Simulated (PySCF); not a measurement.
Species: C5H10Si2.
SMILES with atom numbers: `[CH:1]#[C:2][SiH2:3][C@H:4]([SiH3:5])[CH:6]=[CH2:7]` (hydrogens: H8 on C1; H9, H10 on Si3; H11 on C4; H12, H13, H14 on Si5; H15 on C6; H16, H17 on C7)

Cartesian coordinates in Å at the GFN2-xTB level; atoms count from 1:
```
atom  x, y, z in Å
C1    -2.686    1.242    1.521
C2    -2.041    1.103    0.516
Si3   -1.031    0.890   -1.020
C4     0.428   -0.283   -0.624
Si5   -0.123   -2.033   -0.090
C6     1.286    0.315    0.430
C7     2.555    0.652    0.275
H8    -3.252    1.363    2.400
H9    -0.518    2.206   -1.426
H10   -1.881    0.313   -2.069
H11    1.020   -0.386   -1.540
H12   -0.986   -2.599   -1.129
H13    1.064   -2.878    0.070
H14   -0.847   -1.959    1.179
H15    0.800    0.476    1.385
H16    3.069    0.507   -0.662
H17    3.137    1.084    1.072
```

Level of theory: PySCF, TDDFT B3LYP/def2-SVPD, vertical, gas phase, core orbitals frozen in the response.

Ground-to-excited transition dipoles (e·a0, same axes as the geometry; the sign carries no meaning), for the states with f of 0.002 or more among the lowest 8:

| state | E (eV) | μx | μy | μz |
| --- | --- | --- | --- | --- |
| S1 | 5.721 | 0.415 | -0.128 | -0.052 |
| S2 | 5.831 | -0.322 | -0.275 | -0.044 |
| S3 | 6.145 | 0.155 | 0.093 | 0.010 |
| S4 | 6.267 | -1.208 | -0.190 | -0.142 |
| S5 | 6.319 | 0.118 | -0.042 | 0.075 |
| S7 | 6.614 | 0.033 | -0.393 | 0.072 |
| S8 | 6.805 | -0.414 | -0.695 | 0.055 |

(1) What oscillator strength does each state have?

(2) Which bond between heavy atoms lies closest to the direction of the S4 transition dipole?

(3) What angle do the transition dipoles of S4 and S8 make?

(4) What peak molar absorption coefficient would the strongest computed level give as a lone Gaussian band 0.4 eV wide at half height?

Answers

(1) f = (2/3) ΔE |μ|² with ΔE in hartree (27.2114 eV).

```json
{"state": "S1", "|μ|² (au)": "0.191", "|μ| (D)": "1.11", "f": "0.027"}
{"state": "S2", "|μ|² (au)": "0.181", "|μ| (D)": "1.08", "f": "0.026"}
{"state": "S3", "|μ|² (au)": "0.033", "|μ| (D)": "0.46", "f": "0.005"}
{"state": "S4", "|μ|² (au)": "1.515", "|μ| (D)": "3.13", "f": "0.233"}
{"state": "S5", "|μ|² (au)": "0.021", "|μ| (D)": "0.37", "f": "0.003"}
{"state": "S7", "|μ|² (au)": "0.161", "|μ| (D)": "1.02", "f": "0.026"}
{"state": "S8", "|μ|² (au)": "0.657", "|μ| (D)": "2.06", "f": "0.110"}
```

(2) C6–C7, at 15° from it; next C4–C6 at 45°.

(3) |cos θ| = |μa·μb| / (|μa| |μb|) = 0.63, so θ ≈ 51° (taken between 0 and 90°, since the signs are arbitrary).

(4) ε(max) = 2.175×10⁸ f / FWHM, with the width in cm⁻¹. S4: 2.175×10⁸ × 0.2326 / 3226 ≈ 16000 L mol⁻¹ cm⁻¹.

One conformer stands for the species.
